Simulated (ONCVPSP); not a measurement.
# oxygen (O): excitation energies, all-electron against ONCV

```json
{
 "Element": "O",
 "Generator": "ONCVPSP 4.0.1",
 "Type": "optimised norm-conserving Vanderbilt (ONCV)",
 "Functional": "PBEsol",
 "Relativity": "scalar-relativistic",
 "Frozen core": "[He]",
 "Valence charge": "6",
 "Reference configuration": "2s2 2p4",
 "Partial waves": "2s: rc 0.90 bohr, ncon 4, nbas 9, qcut 6.6 1/bohr, 1 projector; 2p: rc 1.35 bohr, ncon 5, nbas 10, qcut 10.4 1/bohr, 2 projectors, debl 0.8 Ha",
 "Local potential": "polynomial inside 0.60 bohr (lpopt 5, dvloc0 0 Ha)",
 "Core correction": "Teter function, fcfact 3.5, rcfact 1.2"
}
```

Energies are relative to the spin-unpolarised reference configuration 2s2 2p4; without spin polarisation the order of configurations can differ from experiment.

Question: Give the all-electron excitation energy and the error of the potential for: 2s2 2p3; 2s2 2p2; 2s2 2p1; 2s2 2p3.5.

Answer:

```tsv
valence configuration	charge	ΔE all-electron (eV)	error AE − PS (meV)
2s2 2p3	+1	16.360	+13
2s2 2p2	+2	49.837	+117
2s2 2p1	+3	103.544	+490
2s2 2p3.5	+0.5	6.254	+1.8
```
